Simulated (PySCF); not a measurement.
WO2, SMILES [O]=[W]=[O] (connectivity only; charge and spin as stated), neutral, multiplicity 3.

The structure is a stationary point at PBE-D3(BJ)/def2-TZVP. The spin state was assumed, not searched. The def2 effective core potentials stand for the cores of W; spin–orbit coupling is left out.

The numbers are results of PBE-D3(BJ)/def2-TZVP (PySCF), not measurements.

Frequencies are harmonic and unscaled.

| mode | ν (cm⁻¹) | IR (km/mol) | moving atoms (share of kinetic energy) |
|---|---|---|---|
| 1 | 313 | 1.5 | O 91 %, W 9 % |
| 2 | 928 | 153.5 | O 89 %, W 11 % |
| 3 | 990 | 47.2 | O 94 % |
